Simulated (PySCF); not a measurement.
# One molecule, several mistakes: ClGeH3OSi

Calculated results; nothing here was measured. The program is PySCF 2.14.0, an open-source quantum chemistry code, run on an isolated molecule that a program drew, which may never have been made. The molecule is ClGeH3OSi (charge 0, singlet), drawn as the SMILES string `O=[SiH][GeH2][Cl]`.

Each row is a Hartree-Fock (HF) and frozen-core CCSD(T) single point in the cc-pV(D+d)Z basis, meant for a local HF minimum. Run 1 is clean. Each other run has one planted mistake out of seven kinds, and not every kind appears here: one electron removed, one electron added, multiplicity raised by two, geometry at a saddle point, minimal basis STO-3G, one bond length entered in bohr, all coordinates scaled. The reference is restricted for singlets and unrestricted otherwise, and also for a bond in bohr. Adding or removing an electron swaps singlet and doublet. Electrons count all cores. HOMO and LUMO are orbital energies over both spins, the gradient is its largest component, and the lowest frequency (negative if imaginary) is given only where the gradient is small. Bond lengths are over the 6 bonds as drawn. T1 is the CCSD diagnostic: over 0.02 (restricted) or 0.045 (unrestricted) a single reference is doubtful. Germanium has the cc-pVDZ-PP basis, with a core potential (ECP10MDF) in place of its 10 inner electrons, and its 3s, 3p and 3d shells are frozen in CCSD(T).

Geometry of the clean run:
```xyz
7
ClGeH3OSi, angstrom
O    -0.9913   -2.2776    0.2138
Si   -0.8002   -1.6706    1.5713
Ge   -1.1143    0.6833    1.9297
Cl   -0.7027    1.0213    4.0474
H    -0.4150   -2.4167    2.7864
H    -0.1229    1.5299    1.1444
H    -2.5495    1.1245    1.6811
```

| run | electrons | basis functions | <S^2> | HOMO (eV) | LUMO (eV) | gradient (hartree/bohr) | lowest frequency (cm^-1) | mean bond (Å) | longest bond (Å) | T1 | HF (hartree) | CCSD(T) (hartree) | mistake |
|---|---|---|---|---|---|---|---|---|---|---|---|---|---|
| 1 | 74 | 98 | 0.000 | -11.03 | 0.77 | 5.7e-06 | 29 | 1.7676 | 2.402 | 0.0195 | -1118.45913 | -1119.02414 | no fault |
| 2 | 74 | 98 | 0.891 | -9.76 | -0.39 | 6.6e-03 | - | 1.9933 | 2.876 | 0.0341 | -1118.36122 | -1118.91211 | one bond length entered in bohr |
| 3 | 73 | 98 | 0.769 | -16.53 | -6.51 | 1.2e-01 | - | 1.7676 | 2.402 | 0.0549 | -1118.13618 | -1118.66093 | one electron removed |
| 4 | 74 | 98 | 2.023 | -7.17 | -0.32 | 1.7e-01 | - | 1.7676 | 2.402 | 0.0422 | -1118.36774 | -1118.89306 | multiplicity raised by two |
| 5 | 75 | 98 | 0.771 | -0.78 | 7.06 | 4.9e-02 | - | 1.7676 | 2.402 | 0.0175 | -1118.45851 | -1119.02675 | ? |

**Which mistake was planted in run 5, and what did it cost?**

It counts 75 electrons, one more than the clean run, at the same geometry and basis. So the mistake is: one electron added. Subtracting run 1 and multiplying by 627.51 kcal/mol a hartree, the energy moved by 0.4 kcal/mol in HF and -1.6 kcal/mol in CCSD(T).

Cautions from the logs. Run 3: T1 is over the limit, so its CCSD(T) energy is less reliable.
